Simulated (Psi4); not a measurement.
Psi4 input (wB97X-D/6-311+G**):

```
memory 1500 MB

molecule {
1 1
S    -0.21893700   -0.10620700    0.36855500
O     0.23046500    1.25696300   -0.16615700
O     0.11739000   -1.21182700   -0.44335900
H     0.72014700    1.33822300   -1.02075400
symmetry c1
no_reorient
no_com
}

set {
  basis 6-311+G**
  reference rks
  scf_type pk
  dft_radial_points 99
  dft_spherical_points 590
  e_convergence 1e-8
  d_convergence 1e-7
  maxiter 150
}

e = energy('wb97x-d')
print_out(f'\nFINAL {e:.10f} DIPOLE {variable("CURRENT DIPOLE")[0]:.6f} {variable("CURRENT DIPOLE")[1]:.6f} {variable("CURRENT DIPOLE")[2]:.6f}\n')
```

From the output:

```
      59A      2.565850    60A      2.610897    61A      2.650083
      62A      2.712083    63A      2.811425    64A      2.867620
      65A      3.088842    66A      3.334182    67A      3.512658
      68A      4.694210    69A      4.695666    70A      4.728858
      71A      4.787622    72A      4.986126    73A      5.187419
      74A      7.771032    75A     16.953754    76A     17.061926
      77A     17.218436    78A     49.595131    79A     49.614121
      80A    188.961589

    Final Occupation by Irrep:
              A
    DOCC [    16 ]
    NA   [    16 ]
    NB   [    16 ]

  @RKS Final Energy:  -548.84745707303500

   => Energetics <=

    Nuclear Repulsion Energy =            115.4861712677768963
    One-Electron Energy =                -975.6533199998459622
    Two-Electron Energy =                 342.2673876379037665
    DFT Exchange-Correlation Energy =     -30.9474273505949853
    Empirical Dispersion Energy =          -0.0002686282745958
    VV10 Nonlocal Energy =                  0.0000000000000000
    Total Energy =                       -548.8474570730350024

Computation Completed

Properties will be evaluated at   0.000000,   0.000000,   0.000000 [a0]

Properties computed using the SCF density matrix

 Multipole Moments:

 ------------------------------------------------------------------------------------
     Multipole            Electronic (a.u.)      Nuclear  (a.u.)        Total (a.u.)
 ------------------------------------------------------------------------------------

 L = 1.  Multiply by 2.5417464519 to convert [e a0] to [Debye]
 Dipole X            :          0.1236711           -0.0000094            0.1236617
 Dipole Y            :          0.6116612           -0.0000019            0.6116593
 Dipole Z            :         -0.1013175           -0.0000038           -0.1013213
 Magnitude           :                                                    0.6322067

 ------------------------------------------------------------------------------------

FINAL -548.8474570730 DIPOLE 0.123662 0.611659 -0.101321

*** Psi4 exiting successfully. Buy a developer a beer!
```

The dipole moment of an ion depends on the origin.

The geometry given is a B3LYP-D3(BJ)/def2-TZVP minimum.
